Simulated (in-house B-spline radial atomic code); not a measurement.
## Ionising the palladium ion Pd²⁺ with different functionals

Computed with an all-electron radial atomic-structure program (B-spline basis): scalar-relativistic (spin-free X2C) Hamiltonian, Fermi nucleus of rms radius 4.5318 fm, spin-polarised at highest spin, spherical fractional occupations for the functionals, and exact exchange of hybrids averaged over the configuration. The ionisation energy is the difference of two self-consistent energies, [Kr] 4d8 → [Kr] 4d7, without Breit or QED terms; ε is the level of the shell that loses the electron (its least bound occupied spin orbital). There is no spin-orbit coupling in this Hamiltonian.

```json
{"method": "PBE0", "rung": "global hybrid", "ΔSCF (eV)": "33.07", "-ε(4d) (eV)": "28.39"}
{"method": "B3LYP", "rung": "global hybrid", "ΔSCF (eV)": "33.24", "-ε(4d) (eV)": "28.14"}
{"method": "TPSSh", "rung": "global hybrid", "ΔSCF (eV)": "33.04", "-ε(4d) (eV)": "27.12"}
{"method": "BHandHLYP", "rung": "global hybrid", "ΔSCF (eV)": "32.80", "-ε(4d) (eV)": "30.20"}
{"method": "r2SCAN0", "rung": "global hybrid", "ΔSCF (eV)": "32.95", "-ε(4d) (eV)": "28.34"}
{"method": "B97-1", "rung": "global hybrid", "ΔSCF (eV)": "33.16", "-ε(4d) (eV)": "28.11"}
{"method": "HSE06", "rung": "range-separated hybrid", "ΔSCF (eV)": "33.06", "-ε(4d) (eV)": "27.97"}
{"method": "wB97X", "rung": "range-separated hybrid", "ΔSCF (eV)": "33.04", "-ε(4d) (eV)": "31.00"}
{"method": "CAM-B3LYP", "rung": "range-separated hybrid", "ΔSCF (eV)": "33.18", "-ε(4d) (eV)": "29.99"}
{"method": "LC-wPBE", "rung": "range-separated hybrid", "ΔSCF (eV)": "33.08", "-ε(4d) (eV)": "31.30"}
```

**Question.** Among the functionals, which spreads more, the ΔSCF values or the orbital energies?

**Answer.** The orbital energies: ΔSCF values span about 0.44 eV and the orbital energies 4.18 eV; here energy differences depend much less on the functional than eigenvalues do.

**Question.** How do they compare with the NIST value?

**Answer.** NIST lists 32.930 eV (semi-empirical, ground level to ground level). Errors run from -0.13 to +0.31 eV; r2SCAN0 is closest (+0.02 eV), but part of that can be cancellation, since the calculations leave out spin-orbit coupling, Breit-QED terms, multiplet and fine-structure energies.
